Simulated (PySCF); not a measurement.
# BeZn: a base run and its variants

Base input, run as `OMP_NUM_THREADS=1 python input.py` with PySCF 2.14:

```python
from pyscf import gto, dft

mol = gto.M(
    atom='Be 0 0 0; Zn 0 0 2.15',
    basis='6-31g*',
    charge=0,
    spin=0,
    verbose=4,
)
mf = dft.RKS(mol, xc='bp86')
mf.kernel()
mf.analyze()
print('orbital energies (hartree):', mf.mo_energy[..., max(0, mol.nelec[1]-3):mol.nelec[0]+3].round(4))
```

Base result: E(SCF) = -1793.950735 Eh, 9 cycles, μz(SCF) = 0.40 D. Stability towards an unrestricted solution was not tested. The bond length is a typed value, not an optimised one.

It ran on Intel Xeon Platinum 8259CL @ 2.50GHz (1 thread, shared host) in 3.5 s, peak memory 0.18 GiB.

Each row names what differs from the base; energies in brackets are changes from the base.

```tsv
change	result	wall time (s)
density fitting: none → weigend	E(SCF) = -1793.950941 Eh (-0.0056 eV), 9 cycles, μz(SCF) = 0.41 D	2.8
step after the SCF: analyze → eomea; SCF type: RKS → RHF; functional: bp86 → none (Hartree–Fock); frozen orbitals: default → 5; number of roots: default → 3 [positive roots are unbound]	E(SCF) = -1792.014733 Eh, 9 cycles, E(CCSD) − E(SCF) = -0.33016 Eh, μz(SCF) = -0.07 D, attachment roots 0.190, 0.190, 0.926 eV	5.4
geometry: bond 2.15 → bond 2.215	E(SCF) = -1793.952428 Eh (-0.0461 eV), 9 cycles, μz(SCF) = 0.40 D	2.7
geometry: bond 2.15 → bond 1.892	E(SCF) = -1793.931631 Eh (+0.5198 eV), 9 cycles, μz(SCF) = 0.41 D	3.8
PCM solvent, dielectric constant: none → 4.71	E(SCF) = -1793.958530 Eh (-0.2121 eV), 9 cycles, μz(SCF) = 2.68 D	5.6
functional: bp86 → m06l	E(SCF) = -1793.632824 Eh, 9 cycles, μz(SCF) = 0.40 D	3.3
geometry: bond 2.15 → bond 4.3 [stretched restricted solution, likely unstable]	E(SCF) = -1793.937245 Eh (+0.3671 eV), 8 cycles, μz(SCF) = -0.01 D	2.4
spin-free X2C: off → on [basis contracted without relativity]	E(SCF) = -1807.126453 Eh, 9 cycles, μz(SCF) = 0.42 D	3.6
functional: bp86 → o3lyp	E(SCF) = -1794.067633 Eh, 8 cycles, μz(SCF) = 0.51 D	2.8
geometry: bond 2.15 → bond 2.085	E(SCF) = -1793.948092 Eh (+0.0719 eV), 9 cycles, μz(SCF) = 0.40 D	2.7
DIIS space: default → off [unsound on purpose] [may be another electronic state]	not converged: SCF after 50 cycles	8.9
level shift (hartree): none → 5 [unsound on purpose]	not converged: SCF after 50 cycles	7.2
SCF type: RKS → ROKS	E(SCF) = -1793.950735 Eh (+0.0000 eV), 9 cycles, μz(SCF) = 0.40 D	3.3
step after the SCF: analyze → optimize	E(SCF) = -1793.950735 Eh (+0.0000 eV), 9 cycles, all at the start geometry; optimised bond 2.382 Å with E = -1793.953884 Eh after 6 steps	35
basis set: 6-31g* → 6-31g	E(SCF) = -1793.941727 Eh (+0.2451 eV), 9 cycles, μz(SCF) = 0.40 D	2.3
cycle limit: 50 → 8	not converged: SCF after 8 cycles	2.4
cycle limit: 50 → 5	not converged: SCF after 5 cycles	2
functional: bp86 → slater, [unsound on purpose]	E(SCF) = -1787.692743 Eh, 9 cycles, μz(SCF) = 0.10 D	3.6
convergence threshold: default → 0.001 [unsound on purpose] [an earlier cycle lay lower, so not the lowest solution of its kind]	E(SCF) = -1793.950641 Eh (+0.0026 eV), 5 cycles, μz(SCF) = 0.74 D	3.4
spin (2S): 0 → 4; SCF type: RKS → UKS [a high spin state]	E(SCF) = -1793.781667 Eh (+4.6006 eV), 10 cycles, ⟨S²⟩ = 6.001, μz(SCF) = 0.78 D	3.7
functional: bp86 → m06	E(SCF) = -1793.671578 Eh, 8 cycles, μz(SCF) = 0.09 D	3.3
Cartesian functions: off → on	E(SCF) = -1793.958549 Eh (-0.2126 eV), 9 cycles, μz(SCF) = 0.37 D	3.7
```

Problem. Order these changes by how far they move the SCF energy from the base, largest first: (1) Cartesian functions: off → on; (2) PCM solvent, dielectric constant: none → 4.71; (3) geometry: bond 2.15 → bond 1.892; (4) geometry: bond 2.15 → bond 4.3.

Solution. (3) +0.5198 eV, (4) +0.3671 eV, (1) -0.2126 eV, (2) -0.2121 eV.
